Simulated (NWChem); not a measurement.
System: CH₃ClOZn; SMILES C[O][Zn][Cl]

```xyz
7

Zn     0.2972    -0.0861    -0.0023
Cl    -0.3640    -2.0850     0.0040
O      1.0380     1.5336    -0.0094
C      0.3026     2.7325     0.0053
H     -0.3326     2.8628     0.9164
H      1.0184     3.5864    -0.0067
H     -0.3654     2.8650    -0.8816
```
Atoms are numbered in this order, from 1.

Computed with NWChem. Pople sets run with spherical d functions. Structure relaxed at the PBE-D3(BJ)/def2-SVP level. Vzz is the largest principal value of the second derivative of the potential at the nucleus (NWChem prints the opposite sign); η is the asymmetry. Non-relativistic.

```
level               Vzz Zn1 (a.u.)  η Zn1  Vzz Cl2 (a.u.)  η Cl2  Vzz O3 (a.u.)  η O3
------------------  --------------  -----  --------------  -----  -------------  ----
B3LYP/def2-SVP              -1.041   0.28           1.995   0.02          1.623  0.65
B3LYP/6-31G*                -0.924   0.31           1.696   0.03          1.543  0.63
CAM-B3LYP/def2-SVP          -1.158   0.24           1.983   0.02          1.639  0.61
```
